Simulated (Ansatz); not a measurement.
Geometry optimisation, Ansatz, RKS PBE-D4/def2-TZVP.

The input (input.yaml):

```yaml
crystal:
  periodic: [false, false, false]
  atoms:
    - { symbol: B, position_ang: [-1.08815, 0.76777, -1.05005] }
    - { symbol: Sb, position_ang: [0.62904, 1.24669, 0.2708] }
    - { symbol: O, position_ang: [1.18651, -1.0948, 0.47386] }
    - { symbol: H, position_ang: [-1.22572, -0.31782, -1.43907] }
    - { symbol: H, position_ang: [-1.8135, 1.62403, -1.34861] }
    - { symbol: H, position_ang: [-0.32433, 0.96142, 1.6582] }
    - { symbol: H, position_ang: [2.06938, -1.38772, 0.73262] }
    - { symbol: H, position_ang: [0.56679, -1.79958, 0.70224] }
total_charge: 1
basis:
  gaussian: { orbitals: def2-TZVP }
hamiltonian:
  xc: pbe
  dispersion: d4
relax:
  f_tol: 0.015
  max_steps: 40
```

Run as:

```bash
$ ansatz run input.yaml --threads 2 --pin off --max-ram 3072MiB --backend cpu --events-out ev --progress --plain --runs-dir out
```

Question: Where does it end, and by what steps?

Answer: The run converged. The force dipped under the threshold on the way, but the program's further checks kept it going. After 11 steps the energy has fallen by 0.150 eV; H8 moved furthest, 0.32 Å.

```
step  energy less start (eV)  largest force component (eV/Å)  accepted
   0                  0.0000                           0.963       yes
   1                 -0.0491                           1.651       yes
   2                 -0.1150                           0.834       yes
   3                 -0.1249                           0.616       yes
   4                 -0.1406                           0.396       yes
   5                 -0.1368                           0.083        no
   6                 -0.1469                           0.247       yes
   7                 -0.1488                           0.088       yes
   8                 -0.1498                           0.013       yes
   9                 -0.1500                           0.025       yes
  10                 -0.1500                           0.022       yes
  11                 -0.1501                           0.003       yes
```

```xyz
8
Properties=species:S:1:pos:R:3
B -1.062 0.706 -0.986
Sb 0.746 1.148 0.240
O 1.260 -1.036 0.379
H -1.315 -0.409 -1.341
H -1.765 1.639 -1.245
H -0.367 0.974 1.559
H 1.961 -1.322 0.999
H 0.543 -1.700 0.395
```

The run took 18 s on 2 threads of Intel(R) Xeon(R) Platinum 8488C (Sapphire Rapids), with other jobs on the host, peak memory 0.25 GiB.
